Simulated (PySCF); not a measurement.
# Property card for `N#Cc1cc(F)on1`

Species: C4HFN2O.
Atom-mapped SMILES: `[N:1]#[C:2][c:3]1[cH:4][c:5]([F:6])[o:7][n:8]1` (hydrogens: H9 on C4)

Structure used (GFN2-xTB), in Å, numbered top down from 1:
```
atom  x, y, z in Å
N1     3.1751    0.2435   -0.0579
C2     2.0584   -0.0023   -0.0373
C3     0.6673   -0.2449   -0.0123
C4    -0.3614    0.7395   -0.0024
C5    -1.4817   -0.0334    0.0223
F6    -2.7535    0.2869    0.0416
O7    -1.1787   -1.3315    0.0274
N8     0.1593   -1.4555    0.0057
H9    -0.2712    1.8037   -0.0122
```

Among its groups: nitrile, pyridine-type ring nitrogen, aromatic ring with oxygen and C–F bond.

**GFN2-xTB geometry**

* Point group of the GFN2-xTB geometry: Cs
* Rotational constants A, B, C of the GFN2-xTB geometry: 7.784, 1.294, 1.110 GHz

From PBE0/def2-SVPD ground state and vertical TDDFT (core frozen in the response) (PySCF):

* Dipole moment: 3.50 D
* HOMO energy: -8.73 eV
* LUMO energy: -2.11 eV
* HOMO–LUMO gap: 6.62 eV
* Lowest singlet excitation: 5.90 eV (210 nm, f = 0.070)
* Strongest line among the 6 lowest singlet transitions: S3 at 6.62 eV (187 nm, f = 0.138)
* Lowest triplet excitation (Tamm–Dancoff): 3.92 eV
* Static isotropic polarisability: 58.2 au
* Electronic spatial extent ⟨r²⟩ about the centre of nuclear charge: 914 bohr²

PBE0/pcSseg-1 ground state and GIAO shieldings, non-relativistic (PySCF):

- Lowest Hirshfeld atomic charge: -0.18 e on N1
- Highest Hirshfeld atomic charge: +0.17 e on C5
- 13C chemical shifts (computed TMS as zero) by class: 184.7 (C5), 146.0 (C3), 115.4 (C2), 93.8 (C4) ppm
- 1H chemical shifts (computed TMS as zero) by class: 6.05 (H9) ppm
- Isotropic shieldings of nuclei other than C and H, by class: -153 (N8), -68 (N1), -50 (O7), 275 (F6) ppm
- Mayer bond orders between heavy atoms: N1–C2 3.02, C2–C3 1.00, C3–C4 1.13, C4–C5 1.59, C5–F6 1.05, C5–O7 1.12, O7–N8 1.00, N8–C3 1.55

Monoisotopic mass from the formula: 112.0073 u.

The largest Löwdin shares of the LUMO are 0.27 on N8, 0.19 on C3, 0.15 on N1 and 0.13 on O7. A dipole of 3.50 D is allowed in Cs, and pure rotational transitions are dipole-allowed. The largest Löwdin shares of the HOMO are 0.29 on N8, 0.22 on C5, 0.21 on C4 and 0.10 on F6. The principal polarisabilities are 35.8, 53.3 and 85.4 au; their mean is the isotropic value. The vertical singlet–triplet gap S1 − T1 is 1.98 eV (TDDFT singlet less Tamm–Dancoff triplet; S1: HOMO→LUMO, weight 0.86; T1: HOMO→LUMO, weight 0.84). S1 lies 0.72 eV below the HOMO–LUMO gap; its leading configuration is HOMO→LUMO, weight 0.86. The dipole matches unit charges of opposite sign 0.73 Å apart (1 e·Å = 4.8032 D). No computed singlet falls in the visible range (750 to 380 nm, 1.65 to 3.26 eV); S1 lies 2.64 eV above its blue end.

Isolated species at its GFN2-xTB geometry, gas phase.

For the TDDFT job (PBE0/def2-SVPD), on an Intel Xeon at 2.50 GHz with one thread, shared host with 64 logical CPUs at a one-minute load of 55, this took 47 s and 0.73 GiB of memory at its peak.
